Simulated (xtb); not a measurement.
xtb input (GFN-FF):

```bash
xtb mol.xyz --gfnff --opt tight --chrg 0 --uhf 0
```
mol.xyz:
```
4

Au    -0.00000000    -0.00000000    -0.02298669
Cl     0.00000000     0.00000000     2.22759416
O     -0.00000000    -0.00000000    -3.05909148
C     -0.00000000    -0.00000000    -1.93007001
```

End of the output:

```
         :::::::::::::::::::::::::::::::::::::::::::::::::::::
         ::                     SUMMARY                     ::
         :::::::::::::::::::::::::::::::::::::::::::::::::::::
         :: total energy              -0.518216376570 Eh    ::
         :: gradient norm              0.000183442418 Eh/a0 ::
         ::.................................................::
         :: bond energy               -0.483266100697 Eh    ::
         :: angle energy               0.000000000000 Eh    ::
         :: torsion energy             0.000000000000 Eh    ::
         :: repulsion energy           0.042824424829 Eh    ::
         :: electrostat energy        -0.076318143609 Eh    ::
         :: dispersion energy         -0.001728498190 Eh    ::
         :: HB energy                  0.000000000000 Eh    ::
         :: XB energy                  0.000000000000 Eh    ::
         :: bonded atm energy          0.000271941097 Eh    ::
         :: external energy            0.000000000000 Eh    ::
         :: add. restraining           0.000000000000 Eh    ::
         :: total charge              -0.000000000000 e     ::
         :::::::::::::::::::::::::::::::::::::::::::::::::::::

           -------------------------------------------------
          |                Property Printout                |
           -------------------------------------------------

molecular dipole:
                 x           y           z       tot (Debye)
 q only:        0.000       0.000       1.296       3.294
           -------------------------------------------------
          |                Geometry Summary                 |
           -------------------------------------------------

      molecular mass/u    :      260.4296472
   center of mass at/Å    :       -0.0000000      -0.0000000      -0.0008637
  moments of inertia/u·Å² :        0.1718729E-15   0.3720110E+03   0.3720110E+03
rotational constants/cm⁻¹ :        0.9808196E+17   0.4531487E-01   0.4531487E-01

 * 3 selected distances

     #   Z          #   Z                                           value/Å
     1  79 Au       2  17 Cl                                      2.2748908 (max)
     1  79 Au       4   6 C                                       1.8845556
     3   8 O        4   6 C                                       1.1387243 (min)

 * 3 distinct bonds (by element types)

   Z      Z             #   av. dist./Å        max./Å        min./Å
   6 C    8 O           1     1.1387243     1.1387243     1.1387243
   6 C   79 Au          1     1.8845556     1.8845556     1.8845556
  17 Cl  79 Au          1     2.2748908     2.2748908     2.2748908

optimized geometry written to: xtbopt.xyz

           -------------------------------------------------
          | TOTAL ENERGY               -0.518216376570 Eh   |
          | GRADIENT NORM               0.000183442418 Eh/α |
           -------------------------------------------------
########################################################################
[WARNING] Runtime exception occurred
-1- gfnff_setup: Could not read topology file.
########################################################################

------------------------------------------------------------------------
------------------------------------------------------------------------
Note: The following floating-point exceptions are signalling: IEEE_UNDERFLOW_FLAG IEEE_DENORMAL
normal termination of xtb
 total:
 SCF:
 ANC optimizer:
```
